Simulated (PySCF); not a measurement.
**Gallium: highly charged ions in a basis for the neutral atom**

Ga¹⁰⁺ [Ar] 3d3, Ga¹¹⁺ [Ar] 3d2. Computed with PySCF 2.14 in x2c-SVPall, with scalar relativity by spin-free X2C-1e. No spin-orbit coupling, so a gap to NIST mixes the basis error with missing relativistic terms.

Changed run: basis of the neutral atom used for a highly charged ion. This setting is unsound on purpose.

| species | method | sound run (hartree) | changed run (hartree) | converged |
| --- | --- | --- | --- | --- |
| Ga¹⁰⁺ | UHF | not run | -1901.16273 | yes |
| Ga¹⁰⁺ | TPSS | not run | -1902.21453 | yes |
| Ga¹⁰⁺ | M06-L | not run | -1902.17659 | yes |
| Ga¹¹⁺ | UHF | not run | -1890.39904 | yes |
| Ga¹¹⁺ | TPSS | not run | -1891.42623 | yes |
| Ga¹¹⁺ | M06-L | not run | -1891.34432 | yes |

Ionisation energy of Ga¹⁰⁺:

| method | changed run (eV) | NIST (eV) |
| --- | --- | --- |
| UHF | 292.89 | 280 ± 2.4 |
| TPSS | 293.56 | 280 ± 2.4 |
| M06-L | 294.76 | 280 ± 2.4 |

The contracted functions were made for the neutral atom and can be too rigid for a highly charged ion.
